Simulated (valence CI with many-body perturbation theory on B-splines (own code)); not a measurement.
Os XXVII: E2, M1 decay

Calculated by valence CI with perturbative core correlation (CI+MBPT): four valence electrons over a frozen Dirac-Fock core [Kr] 4d10, radial functions for each j: 8 s, 8 p, 9 d, 9 f, 6 g, 3 h, 2 i, with the one-electron correlation potential Σ1, the two-electron term Σ2, the three-electron term Σ3, Breit, model QED; selected CI, second order for the rest (own B-spline code, finite nucleus).

The last digits are not significant, and no measured levels were compared; by estimate large intervals hold to a few tenths of a per cent, small ones and those within an open d or f shell to about a per cent. Core correlation moves these levels by up to 4700 cm⁻¹, and in measured spectra 5 to 20 % of such shifts remained as error; rates that hang on mixing are uncertain with them. Only levels of the ground parity were solved; by the run's estimate the other parity begins above the list, which can be wrong where configurations are misplaced.

Lines 51 to 100 of 120 in falling wavelength, among levels below 152140 cm⁻¹, chosen from the decays that carry over 1 % of a level's rate. Wavelengths and rates use the calculated energies. Electric multipoles are in the length gauge, E1 and E2 with the static RPA response of the core. S is in atomic units (e²a₀⁴ for E2 and M2, e²a₀⁶ for E3), for M1 in squared Bohr magnetons. Weak lines are less certain than strong ones. Lines between different terms over intervals too small for the method are left out, as are lines whose strength nearly cancels. Where a level lies close to another of its J and parity, the split of strength between their lines is uncertain.

Levels are named by their leading jj configuration (3d3/2^4 stands for four electrons in 3d with j = 3/2), which in mixed levels can hold well under half, so a name can repeat and another be missing. Letters in brackets count levels of one name in rising energy.

| λ vac (Å) | Upper | Lower | Type | A (s⁻¹) | S (a.u.) |
| --- | --- | --- | --- | --- | --- |
| 3192 | (4f5/2^3 4f7/2) J=8 [b] | (4f5/2^3 4f7/2) J=7 [a] | M1 | 1.73e+02 | 3.55e+00 |
| 3148 | (4f5/2^2 4f7/2^2) J=6 [b] | (4f5/2^2 4f7/2^2) J=6 [a] | M1 | 1.45e+02 | 2.19e+00 |
| 3107 | (4f5/2^2 4f7/2^2) J=3 [a] | (4f5/2^3 4f7/2) J=3 [a] | M1 | 2.53e+02 | 1.97e+00 |
| 3097 | (4f5/2 4f7/2^3) J=7 [a] | (4f5/2^3 4f7/2) J=7 [b] | M1 | 3.86e+02 | 6.37e+00 |
| 3079 | (4f5/2^2 4f7/2^2) J=1 | (4f5/2^3 4f7/2) J=2 [b] | M1 | 4.01e+02 | 1.30e+00 |
| 2958 | (4f5/2^2 4f7/2^2) J=2 [b] | (4f5/2^3 4f7/2) J=2 [b] | M1 | 4.07e+02 | 1.95e+00 |
| 2909 | (4f5/2^2 4f7/2^2) J=1 | (4f5/2^3 4f7/2) J=2 [a] | M1 | 2.76e+01 | 7.56e-02 |
| 2827 | (4f5/2^3 4f7/2) J=5 [b] | (4f5/2^2 4f7/2^2) J=6 [a] | M1 | 7.59e+01 | 6.99e-01 |
| 2815 | (4f5/2^2 4f7/2^2) J=4 [b] | (4f5/2^3 4f7/2) J=4 [a] | M1 | 3.32e+02 | 2.47e+00 |
| 2801 | (4f5/2^2 4f7/2^2) J=2 [b] | (4f5/2^3 4f7/2) J=2 [a] | M1 | 1.97e+01 | 8.02e-02 |
| 2738 | (4f5/2^3 4f7/2) J=7 [b] | (4f5/2^2 4f7/2^2) J=6 [a] | M1 | 4.88e+02 | 5.57e+00 |
| 2737 | (4f5/2^4) J=2 | (4f5/2^4) J=4 | E2 | 2.31e-02 | 1.59e-02 |
| 2700 | (4f5/2 4f7/2^3) J=7 [a] | (4f5/2^2 4f7/2^2) J=6 [b] | M1 | 9.21e+02 | 1.01e+01 |
| 2674 | (4f5/2^2 4f7/2^2) J=4 [c] | (4f5/2^3 4f7/2) J=3 [b] | M1 | 2.06e+01 | 1.32e-01 |
| 2651 | (4f5/2^2 4f7/2^2) J=6 [d] | (4f5/2^3 4f7/2) J=5 [b] | M1 | 4.80e+01 | 4.31e-01 |
| 2612 | (4f5/2^2 4f7/2^2) J=3 [b] | (4f5/2^3 4f7/2) J=3 [b] | M1 | 1.23e+02 | 5.70e-01 |
| 2569 | (4f5/2^2 4f7/2^2) J=2 [a] | (4f5/2^3 4f7/2) J=1 [a] | M1 | 3.93e+02 | 1.23e+00 |
| 2558 | (4f5/2^2 4f7/2^2) J=2 [b] | (4f5/2^3 4f7/2) J=3 [a] | M1 | 2.63e+01 | 8.17e-02 |
| 2550 | (4f5/2^2 4f7/2^2) J=5 [a] | (4f5/2^3 4f7/2) J=4 [a] | M1 | 5.67e+01 | 3.84e-01 |
| 2533 | (4f5/2^2 4f7/2^2) J=3 [b] | (4f5/2^3 4f7/2) J=2 [b] | M1 | 1.00e+02 | 4.22e-01 |
| 2419 | (4f5/2^2 4f7/2^2) J=6 [d] | (4f5/2^2 4f7/2^2) J=6 [b] | M1 | 1.01e+02 | 6.92e-01 |
| 2416 | (4f5/2^2 4f7/2^2) J=3 [b] | (4f5/2^3 4f7/2) J=2 [a] | M1 | 2.74e+01 | 1.00e-01 |
| 2327 | (4f5/2^3 4f7/2) J=1 [b] | (4f5/2^3 4f7/2) J=2 [b] | M1 | 2.70e+00 | 3.78e-03 |
| 2279 | (4f5/2^2 4f7/2^2) J=4 [c] | (4f5/2^3 4f7/2) J=3 [a] | M1 | 9.97e+01 | 3.94e-01 |
| 2236 | (4f5/2^2 4f7/2^2) J=2 [c] | (4f5/2^3 4f7/2) J=3 [b] | M1 | 5.90e+02 | 1.22e+00 |
| 2202 | (4f5/2^2 4f7/2^2) J=1 | (4f5/2^3 4f7/2) J=1 [a] | M1 | 3.91e+02 | 4.64e-01 |
| 2195 | (4f5/2^2 4f7/2^2) J=9 | (4f5/2^3 4f7/2) J=8 [a] | M1 | 2.94e+02 | 2.19e+00 |
| 2163 | (4f5/2^2 4f7/2^2) J=6 [b] | (4f5/2^3 4f7/2) J=5 [a] | M1 | 8.13e+02 | 3.97e+00 |
| 2139 | (4f5/2^2 4f7/2^2) J=2 [b] | (4f5/2^3 4f7/2) J=1 [a] | M1 | 3.27e+02 | 5.94e-01 |
| 2120 | (4f5/2^3 4f7/2) J=4 [a] | (4f5/2^4) J=4 | M1 | 5.86e+02 | 1.86e+00 |
| 2092 | (4f5/2^2 4f7/2^2) J=2 [c] | (4f5/2^3 4f7/2) J=2 [a] | M1 | 5.51e+02 | 9.35e-01 |
| 2078 | (4f5/2^2 4f7/2^2) J=2 [a] | (4f5/2^4) J=2 | M1 | 2.07e+01 | 3.44e-02 |
| 2075 | (4f5/2^2 4f7/2^2) J=5 [b] | (4f5/2^3 4f7/2) J=4 [a] | M1 | 3.07e+02 | 1.12e+00 |
| 2006 | (4f5/2^3 4f7/2) J=5 [b] | (4f5/2^3 4f7/2) J=5 [a] | M1 | 1.30e+02 | 4.27e-01 |
| 1997 | (4f5/2^2 4f7/2^2) J=4 [c] | (4f5/2^3 4f7/2) J=4 [a] | M1 | 3.49e+02 | 9.27e-01 |
| 1995 | (4f5/2^2 4f7/2^2) J=5 [c] | (4f5/2^3 4f7/2) J=4 [a] | M1 | 1.47e+01 | 4.75e-02 |
| 1962 | (4f5/2^2 4f7/2^2) J=3 [b] | (4f5/2^3 4f7/2) J=4 [a] | M1 | 3.71e+01 | 7.27e-02 |
| 1953 | (4f5/2^2 4f7/2^2) J=2 [c] | (4f5/2^3 4f7/2) J=3 [a] | M1 | 1.10e+02 | 1.52e-01 |
| 1895 | (4f5/2^4) J=0 | (4f5/2^4) J=2 | E2 | 1.15e+00 | 2.50e-02 |
| 1886 | (4f5/2^2 4f7/2^2) J=8 [a] | (4f5/2^3 4f7/2) J=7 [a] | M1 | 9.83e+01 | 4.16e-01 |
| 1873 | (4f5/2^3 4f7/2) J=3 [a] | (4f5/2^4) J=4 | M1 | 4.71e+01 | 8.04e-02 |
| 1872 | (4f5/2^2 4f7/2^2) J=4 [a] | (4f5/2^3 4f7/2) J=5 [a] | M1 | 1.07e+02 | 2.35e-01 |
| 1856 | (4f5/2^2 4f7/2^2) J=5 [a] | (4f5/2^2 4f7/2^2) J=6 [a] | M1 | 1.46e+02 | 3.81e-01 |
| 1854 | (4f5/2^2 4f7/2^2) J=0 [a] | (4f5/2^3 4f7/2) J=1 [a] | M1 | 1.90e+02 | 4.48e-02 |
| 1830 | (4f5/2^2 4f7/2^2) J=6 [c] | (4f5/2^3 4f7/2) J=7 [a] | M1 | 1.17e+02 | 3.45e-01 |
| 1788 | (4f5/2^2 4f7/2^2) J=2 [b] | (4f5/2^4) J=2 | M1 | 3.87e+01 | 4.10e-02 |
| 1724 | (4f5/2 4f7/2^3) J=7 [a] | (4f5/2^3 4f7/2) J=7 [a] | M1 | 4.39e+01 | 1.25e-01 |
| 1699 | (4f5/2^2 4f7/2^2) J=2 [c] | (4f5/2^3 4f7/2) J=1 [a] | M1 | 2.88e+02 | 2.62e-01 |
| 1671 | (4f5/2^3 4f7/2) J=3 [b] | (4f5/2^4) J=4 | M1 | 8.31e+01 | 1.01e-01 |
| 1623 | (4f5/2^2 4f7/2^2) J=3 [b] | (4f5/2^4) J=2 | M1 | 1.09e+01 | 1.21e-02 |
